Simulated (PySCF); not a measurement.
# Working out the excitation energy of Be

Be [He] 2s2 (1S) → Be [He] 2p2 (3P). All numbers are calculated (PySCF 2.14, the spin-free X2C one-electron Hamiltonian (Gaussian nucleus), in x2c-TZVPPall (5s3p1d, 19 functions)). Frozen: 1s2. Energies in hartree (1 hartree = 27.21139 eV):

```csv
part,Be (lower),Be (upper)
UHF,-14.575079,-14.337000
CCSD correlation,-0.045087,-0.007555
(T),0.000000,0.000000
```

Question: What does Hartree-Fock give?

Answer: (-14.337000) − (-14.575079) = 0.238079 hartree = 6.478 eV.

Question: What do CCSD and CCSD(T) give?

Answer: The CCSD correlation energies differ by 0.037532 hartree = 1.021 eV and the triples by 0.000000 hartree = 0.000 eV, so CCSD gives 7.499 eV and CCSD(T) 7.499 eV.

Measured between the centres of the two terms (NIST): 7.401 eV, so CCSD(T) (valence) is off by 0.098 eV.

What remains against the reference includes basis incompleteness, the frozen core and higher excitations.
